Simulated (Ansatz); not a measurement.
Reaction (hydrogenolysis of a Ge–C bond): `C#[C][GeH]([CH3])[F]` + H₂ → `C#[C][GeH2][F]` + CH₄

Gas-phase electronic energies from Ansatz, PBE0-D4/def2-TZVP geometries. CCSD(T)/CBS is the MP2 limit (def2-TZVPP, def2-QZVPP) plus CCSD(T) − MP2 in def2-TZVPP, frozen cores. This one scheme is used for every species. For Ge outer-core shells are correlated without core-valence functions, which leaves a few kJ/mol of doubt a bond. Scalar relativity is left out up to krypton.

`C#[C][GeH]([CH3])[F]`:

Cartesian coordinates in Å:
```
C -0.959 -1.525 -1.994
C -0.277 -0.825 -1.289
Ge 0.779 0.244 -0.129
C -0.160 0.658 1.506
F 1.034 1.751 -0.966
H -1.562 -2.136 -2.626
H 2.170 -0.378 0.045
H -0.364 -0.258 2.062
H 0.444 1.324 2.123
H -1.104 1.147 1.267
```

H₂:

Cartesian coordinates in Å:
```
H 0.348 -0.102 -0.086
H -0.348 0.102 0.086
```

`C#[C][GeH2][F]`:

```xyz
7

C     0.068   -2.017    0.036
C     0.011   -0.814    0.018
Ge   -0.125    1.072    0.002
F     1.454    1.686   -0.382
H     0.127   -3.082    0.050
H    -1.059    1.545   -1.114
H    -0.476    1.610    1.390
```

CH₄:

Z-matrix (Å, degrees):
```
C
H 1 1.090
H 1 1.090 2 109.5
H 1 1.090 2 109.5 3 -120.0
H 1 1.090 2 109.5 3 120.0
```

```
             level  ΔE (kJ/mol)
       HF/def2-SVP        -51.8
SCS-MP2/def2-QZVPP        -22.9
```

Q: What does CCSD(T)/CBS give? (Best estimate.)

A: The calculation gave: -21.3 kJ/mol. The listed levels differ from it by -30.5, -1.6 kJ/mol.

Largest T1 diagnostic among the species: 0.013.

In def2-TZVPP, CCSD(T) changes the Hartree–Fock value by +22.7 kJ/mol (the triples alone add +3.9 kJ/mol) and MP2 by +28.1 kJ/mol. The D4 term adds +7.7 kJ/mol with B3LYP and +4.3 kJ/mol with PBE0; it sums over pairs of atoms, weighted by their polarisabilities, and B3LYP, whose exchange is more repulsive, gets the larger term. Leaving LDA and LC-ωPBE aside and taking each functional with its dispersion term where it has one, the values, not all of them listed here, spread over 14.3 kJ/mol, from B97M-V to revPBE-D4. LDA lies +3.8 kJ/mol from PBE without D4.

B3LYP here is the variant with VWN-RPA as its local correlation; programs differ in this.
